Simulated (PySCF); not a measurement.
Can point charges reproduce the dipole moment of `C(C(=O)O[SiH2]Cl)OC`?

Coordinates (GFN2-xTB, Å) and charges (e) from the PBE0/pcSseg-1 density (PySCF):

```tsv
atom	x	y	z	Mulliken	IAO	Hirshfeld	ESP-fitted
C1	-2.602	0.334	0.727	-0.0385	-0.2098	-0.0446	-0.1872
O2	-2.066	-0.734	-0.026	-0.5017	-0.3794	-0.1434	-0.2809
C3	-0.733	-1.033	0.262	+0.0727	-0.1006	-0.0027	-0.2607
C4	0.273	0.004	-0.206	+0.4511	+0.5164	+0.2190	+0.8610
O5	0.026	1.054	-0.725	-0.3976	-0.4419	-0.2352	-0.5075
O6	1.519	-0.395	0.042	-0.5819	-0.6014	-0.1942	-0.5111
Si7	2.867	0.481	-0.379	+0.8157	+1.0253	+0.4068	+0.4561
Cl8	4.302	-0.674	0.372	-0.2853	-0.2908	-0.1041	-0.1454
H9	-2.531	0.128	1.803	+0.0859	+0.1183	+0.0351	+0.1025
H10	-3.648	0.404	0.439	+0.1239	+0.1617	+0.0533	+0.1360
H11	-2.097	1.277	0.505	+0.1195	+0.1425	+0.0316	+0.1016
H12	-0.506	-1.974	-0.251	+0.1592	+0.1808	+0.0611	+0.1634
H13	-0.573	-1.186	1.343	+0.1261	+0.1414	+0.0461	+0.1382
H14	2.938	0.549	-1.829	-0.0745	-0.1313	-0.0640	-0.0315
H15	2.827	1.774	0.283	-0.0747	-0.1311	-0.0649	-0.0346
```

Question: Compute μ = Σ q r for each scheme (1 e·Å = 4.803 D) and compare with the dipole of the full density.

Answer: The full density gives (0.34, 0.10, 1.13) D, 1.18 D in size; dipole vectors point from the negative to the positive end.

| scheme | μx | μy | μz | size (D) | share of the full size (%) | angle to the full dipole (°) |
| --- | --- | --- | --- | --- | --- | --- |
| Mulliken | -0.38 | 1.22 | 1.31 | 1.83 | 155 | 47 |
| IAO | 0.92 | 1.00 | 1.09 | 1.74 | 147 | 37 |
| Hirshfeld | 0.54 | -0.34 | 0.68 | 0.94 | 79 | 34 |
| ESP-fitted | 0.31 | 0.16 | 1.12 | 1.17 | 99 | 3 |

Question: Which set comes closest?

Answer: Length of the difference vector: ESP-fitted 0.07 D, Hirshfeld 0.66 D, IAO 1.07 D, Mulliken 1.34 D. Closest: ESP-fitted. 

Question: What is left for the Hirshfeld atoms' own dipoles?

Answer: The shares of the density sum to the whole, so what Σ q r misses lies in dipoles about the nuclei. The atomic dipoles sum to (0.34, 0.10, 1.13) − (0.54, -0.34, 0.68) = (-0.20, 0.44, 0.45) D, 0.66 D in size.

Question: With the origin at the mean of the coordinates, (0.000, 0.001, 0.157) Å, which are the largest single terms, by size, of the ESP-fitted dipole along the direction of the full one?

Answer: O5 +1.81, O2 +1.13, C4 -1.11, Cl8 -0.97, Si7 +0.78 D; all 15 atoms together +1.17 D. The single terms depend on the origin, their sum doesn't.

Question: Give the size of the full dipole in other units.

Answer: 1.18 D = 0.465 au = 0.246 e·Å = 3.95 × 10⁻³⁰ C·m.

The structure is a single GFN2-xTB conformer in the gas phase; no vibrational or solvent corrections.

Shape of the structure used: `[CH3:1][O:2][CH2:3][C:4](=[O:5])[O:6][SiH2:7][Cl:8]`: C1–O2–C3–C4 -70°, O2–C3–C4–O5 4°, C3–C4–O6–Si7 178°, C4–O6–Si7–Cl8 177°.
